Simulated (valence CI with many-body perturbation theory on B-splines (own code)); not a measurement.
## E1 transitions of Br28+

Calculated by relativistic CI+MBPT: five valence electrons over a frozen Dirac-Fock core [He], radial functions for each j: 9 s, 9 p, 8 d, 6 f, 3 g, 1 h, with the one-electron correlation potential Σ1 (screened to all orders), the two-electron term Σ2, the three-electron term Σ3, Breit, model QED; selected single and double excitations, second order for the rest (own B-spline code, finite nucleus).

The last digits are not significant, and no measured levels were compared; by estimate large intervals hold to a few tenths of a per cent, small ones and those within an open d or f shell to about a per cent. Among the levels kept, up to 1500 cm⁻¹ of a level comes from second order outside the variational space, and about a tenth of that is noise between levels of different J, which matters for small intervals.

Lines 201 to 250 of 286 in falling wavelength, among levels below 16044 × 10³ cm⁻¹, chosen from the strongest by gf and those to the six lowest levels. Wavelengths and rates use the calculated energies. Electric multipoles are in the length gauge, E1 and E2 with the static RPA response of the core. Weak lines are less certain than strong ones. Lines between different terms over intervals too small for the method are left out, as are lines whose strength nearly cancels. The highest levels of a list are the least certain.

Levels are named by their leading jj configuration (3d3/2^4 stands for four electrons in 3d with j = 3/2), which in mixed levels can hold well under half, so a name can repeat and another be missing. Letters in brackets count levels of one name in rising energy.

```csv
λ vac (nm),Upper,Lower,A (s⁻¹),log gf,Branch %
0.6688,(2s^2 2p1/2 2p3/2 3d3/2) J=1/2 [b],(2s^2 2p1/2 2p3/2^2) J=1/2,7.80e+10,-2.98,0.1
0.6675,(2s^2 2p3/2^2 3d3/2) J=3/2,(2s^2 2p3/2^3) J=3/2,6.79e+11,-1.74,1.2
0.6674,(2s^2 2p3/2^2 3d3/2) J=5/2,(2s^2 2p3/2^3) J=3/2,1.41e+12,-1.25,2.2
0.6673,(2s^2 2p1/2 2p3/2 3d3/2) J=7/2,(2s^2 2p1/2 2p3/2^2) J=5/2,1.85e+11,-2.01,96.3
0.6673,(2s^2 2p3/2^2 3d3/2) J=1/2,(2s^2 2p3/2^3) J=3/2,1.16e+12,-1.81,4.3
0.6671,(2s^2 2p1/2 2p3/2 3d5/2) J=5/2 [a],(2s^2 2p1/2 2p3/2^2) J=5/2,2.42e+12,-1.01,5.1
0.6670,(2s^2 2p1/2 2p3/2 3d5/2) J=3/2 [a],(2s^2 2p1/2 2p3/2^2) J=5/2,1.11e+11,-2.53,0.4
0.6668,(2s^2 2p1/2 2p3/2 3d5/2) J=3/2 [b],(2s^2 2p1/2 2p3/2^2) J=1/2,4.72e+13,0.10,87.7
0.6667,(2s^2 2p1/2 2p3/2 3d5/2) J=1/2,(2s^2 2p1/2 2p3/2^2) J=1/2,5.47e+13,-0.14,90.0
0.6661,(2s^2 2p1/2 2p3/2 3d3/2) J=3/2 [a],(2s^2 2p1/2 2p3/2^2) J=3/2,1.33e+11,-2.45,0.8
0.6660,(2s^2 2p1/2^2 3d3/2) J=3/2,(2s^2 2p1/2^2 2p3/2) J=3/2,8.29e+12,-0.66,87.9
0.6655,(2s^2 2p1/2 2p3/2 3d3/2) J=1/2 [a],(2s^2 2p1/2 2p3/2^2) J=3/2,3.38e+12,-1.35,42.8
0.6644,(2s^2 2p1/2 2p3/2 3d3/2) J=5/2 [b],(2s^2 2p1/2 2p3/2^2) J=5/2,1.97e+13,-0.11,33.3
0.6643,(2s^2 2p3/2^2 3d5/2) J=1/2,(2s^2 2p3/2^3) J=3/2,3.79e+13,-0.30,58.9
0.6643,(2s^2 2p3/2^2 3s) J=5/2,(2s^2 2p1/2^2 2p3/2) J=3/2,1.30e+11,-2.29,1.7
0.6637,(2s^2 2p1/2 2p3/2 3d3/2) J=3/2 [b],(2s^2 2p1/2 2p3/2^2) J=5/2,8.33e+12,-0.66,10.3
0.6631,(2s 2p1/2^2 2p3/2 3p1/2) J=3/2 [a],(2s^2 2p1/2 2p3/2^2) J=1/2,5.18e+10,-2.86,4.5
0.6631,(2s^2 2p3/2^2 3d5/2) J=3/2,(2s^2 2p3/2^3) J=3/2,5.85e+13,0.19,83.9
0.6630,(2s^2 2p1/2^2 3d5/2) J=5/2,(2s^2 2p1/2^2 2p3/2) J=3/2,3.31e+13,0.12,97.3
0.6628,(2s^2 2p1/2 2p3/2 3d5/2) J=5/2 [a],(2s^2 2p1/2 2p3/2^2) J=3/2,2.32e+13,-0.04,48.4
0.6627,(2s^2 2p1/2 2p3/2 3d5/2) J=3/2 [a],(2s^2 2p1/2 2p3/2^2) J=3/2,2.75e+13,-0.14,91.4
0.6624,(2s^2 2p3/2^2 3d5/2) J=5/2,(2s^2 2p3/2^3) J=3/2,5.97e+13,0.37,92.2
0.6618,(2s 2p1/2^2 2p3/2 3p1/2) J=1/2,(2s^2 2p3/2^3) J=3/2,1.92e+12,-1.60,18.2
0.6618,(2s^2 2p1/2 2p3/2 3d5/2) J=5/2 [b],(2s^2 2p1/2 2p3/2^2) J=5/2,1.64e+13,-0.19,16.9
0.6615,(2s^2 2p1/2 2p3/2 3d5/2) J=7/2 [b],(2s^2 2p1/2 2p3/2^2) J=5/2,6.63e+13,0.54,100.0
0.6614,(2s 2p1/2^2 2p3/2 3p1/2) J=3/2 [b],(2s^2 2p3/2^3) J=3/2,3.14e+12,-1.08,32.8
0.6611,(2s^2 2p1/2 2p3/2 3d5/2) J=3/2 [b],(2s^2 2p1/2 2p3/2^2) J=5/2,3.82e+12,-1.00,7.1
0.6601,(2s^2 2p1/2 2p3/2 3d3/2) J=5/2 [b],(2s^2 2p1/2 2p3/2^2) J=3/2,1.13e+12,-1.35,1.9
0.6595,(2s^2 2p1/2 2p3/2 3d3/2) J=3/2 [b],(2s^2 2p1/2 2p3/2^2) J=3/2,3.85e+12,-1.00,4.8
0.6588,(2s^2 2p1/2 2p3/2 3d3/2) J=1/2 [b],(2s^2 2p1/2 2p3/2^2) J=3/2,4.93e+12,-1.19,6.1
0.6575,(2s^2 2p1/2 2p3/2 3d5/2) J=5/2 [b],(2s^2 2p1/2 2p3/2^2) J=3/2,6.49e+13,0.40,67.1
0.6575,(2s 2p1/2^2 2p3/2 3p1/2) J=3/2 [a],(2s^2 2p1/2 2p3/2^2) J=5/2,2.20e+11,-2.24,19.2
0.6570,(2s 2p1/2^2 2p3/2 3p1/2) J=5/2,(2s^2 2p1/2 2p3/2^2) J=5/2,9.59e+10,-2.43,2.5
0.6569,(2s^2 2p1/2 2p3/2 3d5/2) J=3/2 [b],(2s^2 2p1/2 2p3/2^2) J=3/2,1.22e+12,-1.50,2.3
0.6568,(2s^2 2p1/2 2p3/2 3d5/2) J=1/2,(2s^2 2p1/2 2p3/2^2) J=3/2,1.25e+12,-1.79,2.1
0.6559,(2s 2p1/2^2 2p3/2 3p3/2) J=3/2,(2s^2 2p1/2 2p3/2^2) J=1/2,9.39e+10,-2.62,0.5
0.6542,(2s 2p1/2^2 2p3/2 3p3/2) J=1/2,(2s^2 2p1/2 2p3/2^2) J=1/2,3.52e+11,-2.35,1.5
0.6534,(2s^2 2p3/2^2 3d3/2) J=3/2,(2s^2 2p1/2 2p3/2^2) J=1/2,3.24e+12,-1.08,5.5
0.6533,(2s 2p1/2^2 2p3/2 3p1/2) J=3/2 [a],(2s^2 2p1/2 2p3/2^2) J=3/2,2.13e+11,-2.26,18.6
0.6532,(2s^2 2p3/2^2 3d3/2) J=1/2,(2s^2 2p1/2 2p3/2^2) J=1/2,4.46e+12,-1.24,16.4
0.6531,(2s 2p1/2^2 2p3/2 3p3/2) J=7/2,(2s^2 2p1/2 2p3/2^2) J=5/2,2.91e+11,-1.83,96.0
0.6528,(2s 2p1/2^2 2p3/2 3p1/2) J=5/2,(2s^2 2p1/2 2p3/2^2) J=3/2,1.89e+12,-1.14,48.6
0.6514,(2s^2 2p1/2 2p3/2 3d3/2) J=3/2 [a],(2s^2 2p1/2^2 2p3/2) J=3/2,1.16e+13,-0.53,69.4
0.6509,(2s^2 2p1/2 2p3/2 3d3/2) J=5/2 [a],(2s^2 2p1/2^2 2p3/2) J=3/2,8.19e+12,-0.51,91.7
0.6508,(2s^2 2p1/2 2p3/2 3d3/2) J=1/2 [a],(2s^2 2p1/2^2 2p3/2) J=3/2,2.13e+12,-1.57,27.0
0.6504,(2s 2p1/2^2 2p3/2 3p3/2) J=3/2,(2s^2 2p1/2 2p3/2^2) J=5/2,5.16e+10,-2.88,0.3
0.6503,(2s^2 2p3/2^2 3d5/2) J=1/2,(2s^2 2p1/2 2p3/2^2) J=1/2,1.08e+12,-1.86,1.7
0.6492,(2s 2p1/2^2 2p3/2 3p3/2) J=5/2,(2s^2 2p1/2 2p3/2^2) J=5/2,9.43e+10,-2.45,0.6
0.6492,(2s^2 2p3/2^2 3d5/2) J=7/2,(2s^2 2p1/2 2p3/2^2) J=5/2,1.95e+12,-1.01,99.7
0.6491,(2s^2 2p3/2^2 3d5/2) J=3/2,(2s^2 2p1/2 2p3/2^2) J=1/2,7.20e+12,-0.74,10.3
```
